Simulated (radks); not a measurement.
Question: Species: neutral titanium. Configuration: [Ar] 3d2 4s2 (the NIST ground configuration). Calculated with a radial shooting solver on a logarithmic mesh with Libxc functionals: non-relativistic Kohn-Sham, PBE, spin-polarised, spherical densities, point nucleus; open shells are filled with parallel spins first; hard spherical wall at 8 bohr. Some entries of the table are withheld. Estimate them.

orbital,occ.,eigenvalue (hartree),r(max) (bohr),<r^2> (bohr^2)
1s down,1,-177.7163,0.04613,0.006608
1s up,1,-177.7160,0.04613,0.006608
2s up,1,-19.49478,0.2713,0.1269
2s down,1,-19.47466,0.2712,0.1267
2p up,3,-16.27788,0.2206,0.1044
2p down,3,-16.26254,0.2205,0.1042
3s up,1,-2.27912,0.8759,1.187
3s down,1,-2.21495,0.8756,1.188
3p up,3,-1.43327,0.9044,1.396
3p down,3,-1.36971,0.9041,1.403
3d up,2,-0.16894,0.9772,3.301
4s up,1,-0.15735,2.900,12.67
4s down,1,-0.13923,3.009,13.35
3d down,0,-0.11435,0.9823,3.821
4p up,0,-0.03342,3.591,(1)
4p down,0,-0.02218,3.701,(2)
4d up,0,0.14103,4.979,24.09
4d down,0,0.15031,5.060,24.14
5s up,0,0.17585,5.748,(3)
5s down,0,0.18830,5.799,(4)

Answer: 
(1) 4p up <r^2> (bohr^2): 17.16
(2) 4p down <r^2> (bohr^2): 17.80
(3) 5s up <r^2> (bohr^2): 26.28
(4) 5s down <r^2> (bohr^2): 26.20
